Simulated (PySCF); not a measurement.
```xyz
6
charge 0 multiplicity 1, angstrom
Nb    0.0589   -0.1313    0.0000
H     0.6272    0.5306    1.5051
H     0.6272    0.5306   -1.5051
H     1.7832   -0.2484    0.0000
H    -0.7140    1.4322    0.0000
H    -0.9181   -1.6145    0.0000
```

Computed with PySCF, PBE0, basis Nb def2-TZVP with ECP28, H def2-TZVP (scalar-relativistic core potentials, no spin–orbit coupling, density fitting).

This geometry of NbH₅ is a stationary point at this level.

Problem. What is the point group?

Solution. Cs.

Problem. Is it a minimum?

Solution. No: it has 1 imaginary mode, at 72i cm⁻¹ (a'').

Problem. List the harmonic modes with their infrared intensities.

Solution. 
| symmetry | ω (cm⁻¹) | IR (km/mol) | type |
| --- | --- | --- | --- |
| a'' | 72i | – | bend |
| a' | 128 | 9.5 | bend |
| a'' | 625 | 3.2 | bend |
| a'' | 795 | 86.9 | bend |
| a' | 797 | 83.2 | bend |
| a' | 847 | 4.0 | bend |
| a' | 870 | 2.1 | bend |
| a' | 1787 | 415 | stretch |
| a' | 1815 | 12.6 | stretch |
| a'' | 1873 | 282 | stretch |
| a' | 1885 | 256 | stretch |
| a' | 1919 | 83.1 | stretch |

Other isomers or separated fragments may lie lower.
